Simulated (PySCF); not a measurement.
## Spin states of MgBe

Unrestricted PBE0; PySCF, spin-free X2C with a Gaussian nucleus, basis sets Mg jorge-DZP-DKH, Be jorge-DZP-DKH. Outer shells of the fragments: Mg 3s2; Be 2s2.

Followed along the bond (rough minima from three points):

| 2Ms+1 | unpaired | ⟨S²⟩ at the start | R at minimum (Å) | Te (eV) |
| --- | --- | --- | --- | --- |
| 1 | none | 0.00 | 3.09 | 0.00 |
| 3 | σ ↑, π ↑ | 2.04 | 2.40 | 1.05 |
| 3 | σ ↑↑ | 2.00 | 2.59 | 1.10 |
| 1 | σ ↑, π ↓ | 1.05 | 2.39 | 1.34 |

Solutions found at the starting distance of 2.315 Å, counted from the lowest of them; the search is not exhaustive and high or unbound solutions are not listed, so other states can lie among these:

| 2Ms+1 | unpaired | term | E (eV) | ⟨S²⟩ | ⟨Lz²⟩ | μ (D) |
| --- | --- | --- | --- | --- | --- | --- |
| 1 | none | ¹Σ⁺ | 0.00 | 0.00 | 0.00 | -0.60 |
| 3 | σ ↑, π ↑ | ³Π | 0.55 | 2.04 | 1.01 | -1.65 |
| 3 | σ ↑↑ | ³Σ⁺ | 0.76 | 2.00 | 0.00 | -0.58 |
| 1 | σ ↑, π ↓ | mixed | 0.83 | 1.05 | 1.01 | -1.65 |
| 3 | π ↑↑ | ³Σ⁻ | 2.31 | 2.11 | 0.00 | -2.81 |
| 1 | π ↑↓ | mixed | 2.49 | 1.01 | 2.02 | -2.59 |

A term symbol is given only where ⟨S²⟩ and ⟨Lz²⟩ are close to those of a pure state; real π, δ and φ orbitals otherwise mix terms. A positive dipole means Mg(−)Be(+).

**Question.** Compare the gap between the two lowest followed solutions at the starting distance with the gap between their minima.

**Answer.** At PBE0 the second solution (triplet, unpaired electrons σ ↑, π ↑) lies +0.55 eV from the first (singlet, closed shell) at 2.315 Å and +1.05 eV at the minima; the two curves relax by different amounts, since their minima lie near 2.40 and 3.09 Å.

Counting both spins, an empty level lies below a filled one in some of these solutions, because spin and occupation are held.
